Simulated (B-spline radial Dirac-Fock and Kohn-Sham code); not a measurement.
## Kohn-Sham estimates against Dirac-Fock for the levels of Ag⁵⁺

System: Ag⁵⁺, [Kr] 4d6.

The density-functional columns are spherical, spin-unpolarised Dirac-Kohn-Sham results without Breit or QED terms: −ε is minus the orbital energy of the initial state and ΔSCF the difference of two total energies. The reference in the last column comes from Dirac-Fock ΔSCF + Breit + QED. All numbers are from a radial atomic solver, in eV; a selection of levels is shown. For the 1s level of heavy atoms much of the gap between ΔSCF and the reference is the Breit and QED part, -78.5 eV here; for other levels the error of the functional can be larger.

```tsv
level	PBE −ε	PBE ΔSCF	LDA −ε	LDA ΔSCF	Dirac-Fock
K	25392.8	25708.7	25361.3	25676.3	25606.1
L1	3805.3	3862.8	3801.6	3859.3	3906.1
L2	3541.8	3612.7	3540.6	3611.6	3618.4
L3	3366.5	3433.8	3365.5	3432.9	3445.5
M1	761.3	783.0	760.1	781.8	812.6
M2	656.5	678.7	656.2	678.4	697.8
M3	625.6	647.1	625.3	646.9	666.5
M4	440.2	463.5	440.6	463.9	464.7
M5	434.0	457.0	434.3	457.4	458.7
N1	169.9	180.7	169.8	180.7	188.9
N2	136.2	146.6	136.3	146.7	149.5
N3	130.7	140.9	130.7	140.9	144.0
N4,5	77.19	86.26	77.38	86.45	84.79
```

**Question.** Order the estimates of the K (1s) level by their distance from the Dirac-Fock value, nearest first.
A. LDA −ε
B. LDA ΔSCF
C. PBE −ε
D. PBE ΔSCF

**Answer.** B (70.2 eV), D (102.6 eV), C (213.3 eV), A (244.8 eV).

Values without a named source are computed, but for edge energies of neutral atoms, which are taken from tables.
